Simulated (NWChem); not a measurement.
System: C2H6O2Si; SMILES C[SiH2]OC=O

NWChem printed, in part:

```
             Northwest Computational Chemistry Package (NWChem) 7.3.0
             --------------------------------------------------------

                             Geometry "geometry" -> ""
                             -------------------------

 Output coordinates in angstroms (scale by  1.889725989 to convert to a.u.)

  No.       Tag          Charge          X              Y              Z
 ---- ---------------- ---------- -------------- -------------- --------------
    1 C                    6.0000    -0.33080400     2.39117600     0.00000000
    2 Si                  14.0000     0.49286100     0.70924700     0.00000000
    3 O                    8.0000    -0.81966700    -0.40804200     0.00000000
    4 C                    6.0000    -0.56384300    -1.72480300     0.00000000
    5 O                    8.0000     0.53859400    -2.21880800     0.00000000
    6 H                    1.0000     0.42272300     3.18791600     0.00000000
    7 H                    1.0000    -0.96105000     2.52311200     0.88630500
    8 H                    1.0000    -0.96105000     2.52311200    -0.88630500
    9 H                    1.0000     1.31166300     0.50192800    -1.21856200
   10 H                    1.0000     1.31166300     0.50192800     1.21856200
   11 H                    1.0000    -1.49937400    -2.30493000     0.00000000

 Effective nuclear repulsion energy (a.u.)     227.7527287246

                                 NWChem DFT Module
                                 -----------------

 Summary of "ao basis" -> "ao basis" (spherical)
 ------------------------------------------------------------------------------
       Tag                 Description            Shells   Functions and Types
 ---------------- ------------------------------  ------  ---------------------
 C                          def2-svp                 6       14   3s2p1d
 Si                         def2-svp                 8       18   4s3p1d
 O                          def2-svp                 6       14   3s2p1d
 H                          def2-svp                 3        5   2s1p

 in cosmo_initialize ...
 calling solv_data for solv:anisole

 solvent parameters
 solvname_short: anisole
 solvname_long:  anisole
 dielec:        4.2247
 dielecinf:     2.3025
 nonaqueous SMD model solvent descriptors
 dielec:        4.2247
 sola:          0.0000
 solb:          0.2900
 solc:          0.7500
 solg:         50.5200
 solh:          0.0000
 soln:          1.5174

          ---------------
          -cosmo- solvent
          ---------------
 Cosmo: York-Karplus, doi: 10.1021/jp992097l
 dielectric constant -eps-     =   4.22
 screen = (eps-1)/(eps    )    =   0.76330
 surface charge correction     = lagrangian

   van der Waals surface
 --------------------------

 ---------- ATOMIC COORDINATES (A.U.) ------------ VDWR(ANG.) --
     1   -0.62512892    4.51866743    0.00000000     1.850
     2    0.93137224    1.34028249    0.00000000     2.470
     3   -1.54894603   -0.77108757    0.00000000     2.294
     4   -1.06550877   -3.25940505    0.00000000     1.850
     5    1.01779508   -4.19293914    0.00000000     2.294
     6    0.79883064    6.02428771    0.00000000     1.200
     7   -1.81612116    4.76799032    1.67487359     1.200
     8   -1.81612116    4.76799032   -1.67487359     1.200
     9    2.47868366    0.94850639   -2.30274828     1.200
    10    2.47868366    0.94850639    2.30274828     1.200
    11   -2.83340601   -4.35568612    0.00000000     1.200
 number of segments per atom =        128
 number of   points per atom =        128
 atom (   nspa,  nppa )
 ----------------------
    1 (     42,     0 )       0
    2 (     64,     0 )       0
    3 (     60,     0 )       0
    4 (     14,     0 )       0
    5 (     86,     0 )       0
    6 (     54,     0 )       0
    7 (     52,     0 )       0
    8 (     52,     0 )       0
    9 (     34,     0 )       0
   10 (     34,     0 )       0
   11 (     48,     0 )       0
 number of -cosmo- surface points =      540
 molecular surface =    144.846 angstrom**2
 molecular volume  =    133.047 angstrom**3
 -lineq- algorithm             =   0
 -bem- low  level              =   3
 -bem- from -octahedral-
 gaussian surface charge width =   4.50000
 degree of switching           =   1.00000
 switching function tolerance  =   0.00010
 atomic radii =
 --------------
    1  6.000  1.850
    2 14.000  2.470
    3  8.000  2.294
    4  6.000  1.850
    5  8.000  2.294
    6  1.000  1.200
    7  1.000  1.200
    8  1.000  1.200
    9  1.000  1.200
   10  1.000  1.200
   11  1.000  1.200
 ...... end of -cosmo- initialization ......

 nat:                    11
 ixmem:                  6636
 calling mnsol_interface()
 G(SMD-CDS) energy (kcal/mol)  =     0.221
 SMD-CDS SASA (angstrom**2)    =   152.674

            General Information
            -------------------
          SCF calculation type: DFT
          Wavefunction type:  closed shell.
          No. of atoms     :    11
          No. of electrons :    48
           Alpha electrons :    24
            Beta electrons :    24
          Charge           :     0
          Spin multiplicity:     1
          Use of symmetry is: off; symmetry adaption is: off
          Maximum number of iterations: 150
          AO basis - number of functions:   104
                     number of shells:    50
          Convergence on energy requested:  1.00D-06
          Convergence on density requested:  1.00D-05
          Convergence on gradient requested:  5.00D-04

              XC Information
              --------------
                       M05-2X Method XC Functional
                     Hartree-Fock (Exact) Exchange  0.560
                M05-2X metaGGA Exchange Functional  0.440
                      M05-2X Correlation Potential  1.000

             Grid Information
             ----------------
          Grid used for XC integration:  medium
          Radial quadrature: Mura-Knowles
          Angular quadrature: Lebedev.
          Tag              B.-S. Rad. Rad. Pts. Rad. Cut. Ang. Pts.
          ---              ---------- --------- --------- ---------
          C                   0.70       49          12.0       434
          Si                  1.10       88          10.0       590
          O                   0.60       49          13.0       434
          H                   0.35       45          13.0       434
          Grid pruning is: on
          Number of quadrature shells:   554
          Spatial weights used:  Erf1

      Superposition of Atomic Density Guess
      -------------------------------------

 Sum of atomic energies:        -516.36614718

      Non-variational initial energy
      ------------------------------

 Total energy =    -518.631000
 1-e energy   =   -1162.981521
 2-e energy   =     416.597792
 HOMO         =      -0.391767
 LUMO         =       0.023585

   convergence    iter        energy       DeltaE   RMS-Dens  Diis-err
 ---------------- ----- ----------------- --------- --------- ---------
     COSMO gas phase
 d= 0,ls=0.0,diis     1   -519.3715119908 -7.47D+02  1.21D-02  1.06D+00
 d= 0,ls=0.0,diis     2   -519.3323319058  3.92D-02  6.69D-03  1.82D+00
 d= 0,ls=0.0,diis     3   -519.4961867356 -1.64D-01  1.40D-03  3.79D-02
 d= 0,ls=0.0,diis     4   -519.4986263480 -2.44D-03  6.23D-04  1.55D-02
 d= 0,ls=0.0,diis     5   -519.5000335441 -1.41D-03  1.32D-04  3.36D-04
  Resetting Diis
 d= 0,ls=0.0,diis     6   -519.5000709965 -3.75D-05  4.91D-05  2.39D-05
 d= 0,ls=0.0,diis     7   -519.5000744944 -3.50D-06  2.24D-05  3.00D-06
 d= 0,ls=0.0,diis     8   -519.5000746304 -1.36D-07  9.57D-06  2.77D-06

   convergence    iter        energy       DeltaE   RMS-Dens  Diis-err
 ---------------- ----- ----------------- --------- --------- ---------
     COSMO solvation phase
 d= 0,ls=0.0,diis     1   -519.5042580762 -4.18D-03  7.32D-04  1.20D-03
 d= 0,ls=0.0,diis     2   -519.5045396209 -2.82D-04  1.85D-04  9.27D-04
 d= 0,ls=0.0,diis     3   -519.5046135233 -7.39D-05  9.40D-05  1.29D-04
 d= 0,ls=0.0,diis     4   -519.5046279912 -1.45D-05  2.61D-05  7.54D-06
 d= 0,ls=0.0,diis     5   -519.5046287150 -7.24D-07  1.12D-05  2.16D-06
 d= 0,ls=0.0,diis     6   -519.5046289381 -2.23D-07  2.77D-06  3.40D-08

         Total DFT energy =     -519.504628938100
      One electron energy =    -1166.492538173353
           Coulomb energy =      470.465846350547
    Exchange-Corr. energy =      -51.127545504365
 Nuclear repulsion energy =      227.752728724624

             COSMO energy =       -0.103120335552

 Numeric. integr. density =       48.000007828092

                                COSMO-SMD solvation results
                                ---------------------------

             internal energy in gas <Psi(g)|H|Psi(g)> =      -519.500074630441
         internal energy in solvent <Psi(s)|H|Psi(s)> =      -519.499660551133
                               delta internal energy  =         0.000414079308 (    0.26 kcal/mol)
   total free energy in solvent <Psi(s)|H+V/2|Psi(s)> =      -519.504981896495
 polarization energy contribution <Psi(s)|V/2|Psi(s)> =        -0.005321345363 (   -3.34 kcal/mol)
    total free energy in solvent including G(SMD-CDS) =      -519.504628938100
                       G(SMD-CDS) energy contribution =         0.000352958395 (    0.22 kcal/mol)
     1 M fixed-concentration free energy of solvation =        -0.004554307660 (   -2.86 kcal/mol)

                       DFT Final Molecular Orbital Analysis
                       ------------------------------------

 Vector   22  Occ=2.000000D+00  E=-3.847193D-01
              MO Center=  1.4D-01,  1.5D+00,  1.3D-07, r^2= 2.7D+00
   Bfn.  Coefficient  Atom+Function         Bfn.  Coefficient  Atom+Function
  ----- ------------  ---------------      ----- ------------  ---------------
     5      0.352280   1 C  py                8      0.216576   1 C  py
    23     -0.205448   2 Si py               22      0.202578   2 Si px
     4     -0.190954   1 C  px               90      0.165907   9 H  s
    95      0.165908  10 H  s                 3     -0.142645   1 C  s
    36     -0.135831   3 O  px                7     -0.117723   1 C  px

 Vector   23  Occ=2.000000D+00  E=-3.844863D-01
              MO Center=  5.1D-01, -8.8D-03, -1.3D-07, r^2= 3.3D+00
   Bfn.  Coefficient  Atom+Function         Bfn.  Coefficient  Atom+Function
  ----- ------------  ---------------      ----- ------------  ---------------
    38      0.342544   3 O  pz               41      0.274282   3 O  pz
    90      0.260013   9 H  s                95     -0.260012  10 H  s
    66     -0.231450   5 O  pz               24     -0.210281   2 Si pz
    91      0.202842   9 H  s                96     -0.202842  10 H  s
    69     -0.178018   5 O  pz               21      0.112336   2 Si pz

 Vector   24  Occ=2.000000D+00  E=-3.676638D-01
              MO Center=  1.5D-01, -1.9D+00, -7.4D-10, r^2= 1.8D+00
   Bfn.  Coefficient  Atom+Function         Bfn.  Coefficient  Atom+Function
  ----- ------------  ---------------      ----- ------------  ---------------
    65      0.513344   5 O  py               68      0.377229   5 O  py
    64      0.255708   5 O  px              100      0.216270  11 H  s
    37      0.207737   3 O  py               67      0.165281   5 O  px
    40      0.161666   3 O  py               35     -0.141927   3 O  s
   101      0.126203  11 H  s                26     -0.104429   2 Si py

 Vector   25  Occ=0.000000D+00  E= 4.721738D-02
              MO Center= -2.9D-01, -1.6D+00,  2.9D-10, r^2= 2.1D+00
   Bfn.  Coefficient  Atom+Function         Bfn.  Coefficient  Atom+Function
  ----- ------------  ---------------      ----- ------------  ---------------
    55      0.609851   4 C  pz               52      0.529209   4 C  pz
    69     -0.438349   5 O  pz               27     -0.414616   2 Si pz
    66     -0.377719   5 O  pz               91     -0.276986   9 H  s
    96      0.276986  10 H  s                41     -0.209548   3 O  pz
    38     -0.198079   3 O  pz                9      0.081033   1 C  pz

 Vector   26  Occ=0.000000D+00  E= 8.184694D-02
              MO Center=  7.4D-01,  8.1D-01, -1.3D-09, r^2= 3.5D+00
   Bfn.  Coefficient  Atom+Function         Bfn.  Coefficient  Atom+Function
  ----- ------------  ---------------      ----- ------------  ---------------
    26      0.962753   2 Si py               25      0.902586   2 Si px
     3     -0.597520   1 C  s                35      0.579579   3 O  s
    18      0.357110   2 Si s                91     -0.346878   9 H  s
    96     -0.346878  10 H  s                 7     -0.230802   1 C  px
   101      0.206157  11 H  s                39      0.188121   3 O  px

 Vector   27  Occ=0.000000D+00  E= 1.004884D-01
              MO Center=  5.7D-02,  1.4D+00,  1.1D-08, r^2= 5.5D+00
   Bfn.  Coefficient  Atom+Function         Bfn.  Coefficient  Atom+Function
  ----- ------------  ---------------      ----- ------------  ---------------
     3      2.341171   1 C  s                25      1.009958   2 Si px
    26     -0.894170   2 Si py               81     -0.694200   7 H  s
    86     -0.694200   8 H  s                76     -0.593655   6 H  s
    91     -0.486198   9 H  s                96     -0.486198  10 H  s
    18     -0.459550   2 Si s                35      0.356665   3 O  s

     Multipole analysis of the density
     ---------------------------------

     L   x y z        total         alpha         beta         nuclear
     -   - - -        -----         -----         ----         -------
     0   0 0 0     -0.000000    -24.000000    -24.000000     48.000000

     1   1 0 0     -0.631490      0.715891      0.715891     -2.063273
     1   0 1 0      0.880955      0.586023      0.586023     -0.291090
     1   0 0 1      0.000000      0.000000      0.000000      0.000000

     2   2 0 0    -28.216027    -52.274370    -52.274370     76.332713
     2   1 1 0      4.451970      1.567360      1.567360      1.317250
     2   1 0 1      0.000000      0.000000      0.000000      0.000000
     2   0 2 0    -28.058916   -243.696865   -243.696865    459.334814
     2   0 1 1     -0.000000     -0.000000     -0.000000      0.000000
     2   0 0 2    -27.638936    -21.927319    -21.927319     16.215702
```

Level: M05-2X/def2-SVP, SMD on the gas-phase geometry. All runs use the structure optimised with B3LYP/6-31G* (spherical d). Solvent: anisole.

Problem. Reconstruct the input file.

Solution. Several could match; the one computed here: the input that was run:
```
start job
memory heap 200 mb stack 900 mb global 1100 mb
geometry units angstroms noautosym nocenter noautoz
  C     -0.330804     2.391176     0.000000
  Si     0.492861     0.709247     0.000000
  O     -0.819667    -0.408042     0.000000
  C     -0.563843    -1.724803     0.000000
  O      0.538594    -2.218808     0.000000
  H      0.422723     3.187916     0.000000
  H     -0.961050     2.523112     0.886305
  H     -0.961050     2.523112    -0.886305
  H      1.311663     0.501928    -1.218562
  H      1.311663     0.501928     1.218562
  H     -1.499374    -2.304930     0.000000
end
basis spherical
  * library def2-svp
end
dft
  xc m05-2x
  iterations 150
end
cosmo
  do_cosmo_smd true
  solvent anisole
end
task dft energy
```
